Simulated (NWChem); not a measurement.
Molecule: InSi₂H₆Cl; SMILES [In]([SiH3])([SiH3])[Cl]

Not confirmed as a minimum by frequencies. def2 effective core potentials on In; no spin-orbit coupling.

Give the equilibrium geometry at PBE0/def2-SVP with def2 effective core potentials on In (NWChem) as an XYZ file, with the point group.

point group C2v; any orientation.
```
10

In     0.3537    -0.0036     0.0334
Cl    -2.0284    -0.0142     0.1525
Si     1.2440     2.4218     0.1054
H      2.7370     2.4648     0.0327
H      0.8069     3.0742     1.3777
H      0.6854     3.1912    -1.0484
Si     1.2544    -2.4208    -0.1281
H      2.7477    -2.4504    -0.2020
H      0.7007    -3.0768    -1.3522
H      0.8183    -3.1954     1.0740
```
